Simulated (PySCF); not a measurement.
Static response to an electric field

Zr(NH2)4 (singlet state).
Cartesian coordinates in Å at the PBE0-D3(BJ)/def2-SVP level; atoms count from 1:
```xyz
13
H8N4Zr angstrom
Zr    -0.009   -0.008    0.003
N     -0.378    0.107    2.013
H     -1.237   -0.228    2.447
H      0.249    0.407    2.756
N      1.995    0.237   -0.340
H      2.694   -0.463   -0.576
H      2.437    1.154   -0.396
N     -1.003    1.491   -0.977
H     -0.809    1.750   -1.943
H     -1.705    2.134   -0.618
N     -0.605   -1.847   -0.678
H     -0.506   -2.701   -0.131
H     -1.094   -2.086   -1.537
```

Level: B3LYP/def2-SVPD (PySCF), static field, nuclei fixed, core orbitals frozen in the response. The polarisability tensor in these axes (au):

```
x   82.38  0.28 -0.24
y    0.28 82.91 -0.27
z   -0.24 -0.27 82.45
```

Task: What are the eigenvalues, a third of the trace, and Δα (Δα² = ½Σ(αi − αj)² over the three pairs)?

Result: Principal values 82.16, 82.38 and 83.19 au; mean 82.58 au = 12.24 Å³ = 13.62 × 10⁻⁴⁰ C²·m²/J; Δα = 0.94 au (1 % of the mean).

Task: What is the dipole moment?

Result: 0.08 D at this geometry.

Task: Refractivity n − 1 of an ideal gas of it at 500 K and 1 atm, from the electronic α?

Result: N = p/kT = 1.4678 × 10¹⁹ cm⁻³, so n − 1 = 2π × N × 12.24 × 10⁻²⁴ cm³ = 1129 × 10⁻⁶ at long wavelengths, for an ideal gas.

Task: Sum over states: ᾱ = Σ f/ω², ω in Eh. What share falls to these 10 lowest TDDFT singlets (eV, f)? 5.09, 0.0038; 5.11, 0.0028; 5.33, 0.0320; 5.36, 0.0303; 5.47, 0.0164; 5.58, 0.0649; 5.63, 0.0209; 5.64, 0.0455; 5.74, 0.0126; 5.95, 0.0405.

Result: They add up to 6.43 au, 7.8 % of the 82.58 au; the largest single term is 1.54 au, from the state at 5.58 eV. Terms in order: 0.11, 0.08, 0.83, 0.78, 0.41, 1.54, 0.49, 1.06, 0.28, 0.84 au. Higher excitations give the rest. The strengths listed sum to 0.270.

Task: Find the Langevin capture rate constant for H3+ (3.023 u) meeting this molecule (153.980 u), k = 2.342 × 10⁻⁹ cm³/s × √(α in Å³ / reduced mass in u).

Result: The reduced mass is 2.97 u, so k = 4.76 × 10⁻⁹ cm³/s.

Task: Molar refractivity from α?

Result: Lorentz–Lorenz: R = (4π/3)N_A α = 2.5225 cm³/(mol·Å³) × 12.24 Å³ = 30.9 cm³/mol, in the limit of long wavelengths.

Geometry: PBE0-D3(BJ)/def2-SVP; no solvent, vibrations or thermal averaging. Atoms past krypton carry effective core potentials; spin–orbit coupling is left out.

The run behind these numbers computed excited states and ΔSCF ions as well. Time: 3.0 min wall (grids of density and orbitals included); peak memory 0.90 GiB. Hardware: one thread of an AMD EPYC 7R43, on a shared host.
